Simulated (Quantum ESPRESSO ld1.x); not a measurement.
Values are calculated unless marked as measured or tabulated.
Question: Er IV, configuration [Xe] 4f10 5f1 (not the ground configuration). Level of theory: Dirac Kohn-Sham, exchange-only LDA, spin-unpolarised, spherical densities, point nucleus; open shells fill j = l - 1/2 first (ld1.x of Quantum ESPRESSO 7.5). Some entries of the table are withheld. Estimate them.

orbital  occ.  eigenvalue (Ry)  <r^2> (bohr^2)  <1/r> (bohr^-1)
1s1/2       2              (1)       0.0005685            77.53
2s1/2       2         -709.993        0.008786            18.64
2p1/2       2         -676.595        0.006335            18.62
2p3/2       4         -609.291        0.007554            16.15
3s1/2       2         -161.754             (2)            6.818
3p1/2       2         -147.076         0.05371            6.737
3p3/2       4         -132.950         0.06057            6.104
3d3/2       4         -107.767         0.04770            5.992
3d5/2       6         -104.679         0.04960            5.837
4s1/2       2         -34.6047          0.2909            2.863
4p1/2       2         -28.7373          0.3033            2.756
4p3/2       4         -25.5223          0.3409            2.536
4d3/2       4              (3)          0.3821              (4)
4d5/2       6              (5)          0.3967              (6)
5s1/2       2         -6.65267           1.631            1.112
5p1/2       2         -4.95900           1.993              (7)
5p3/2       4         -4.48586           2.266              (8)
4f5/2       6         -3.52367          0.6683            1.770
4f7/2       4         -3.43345          0.6878            1.748
5f5/2       1         -0.81821           20.43           0.2869
5f7/2       0         -0.81641           20.57           0.2862

Answer: 
(1) 1s1/2 eigenvalue (Ry): -4211.54
(2) 3s1/2 <r^2> (bohr^2): 0.05807
(3) 4d3/2 eigenvalue (Ry): -15.8411
(4) 4d3/2 <1/r> (bohr^-1): 2.320
(5) 4d5/2 eigenvalue (Ry): -15.2530
(6) 4d5/2 <1/r> (bohr^-1): 2.267
(7) 5p1/2 <1/r> (bohr^-1): 0.9972
(8) 5p3/2 <1/r> (bohr^-1): 0.9235
